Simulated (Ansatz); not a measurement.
```yaml
crystal:
  periodic: [false, false, false]
  atoms:
    - {symbol: O, position_ang: [0.765429, -0.032543, -1.415216]}
    - {symbol: Mo, position_ang: [-0.130118, -0.168718, 0.400368]}
    - {symbol: F, position_ang: [-1.678710, -0.388862, -0.667785]}
    - {symbol: S, position_ang: [0.546187, -1.842268, 1.218657]}
    - {symbol: Cl, position_ang: [1.402696, 1.396898, 0.986496]}
    - {symbol: Cl, position_ang: [-1.593873, 0.645189, 1.662675]}
    - {symbol: H, position_ang: [0.707660, 0.502784, -2.085514]}
basis:
  gaussian: {orbitals: x2c-TZVPPall}
hamiltonian: {xc: {name: HF}}
correlation: {method: mp2, frozen_orbitals: {O: 9}}
output: {forces: true}
```

```sh
$ ansatz run in.yaml --threads 8 --pin off --events-out ev --progress --plain --max-ram 18278MiB
```

Question: How does Ansatz answer? (Best estimate.)

Answer: The calculation gave: The program refused the input.
```
Functional definition: HF
Error: "frozen_orbitals" has no count for Mo
```
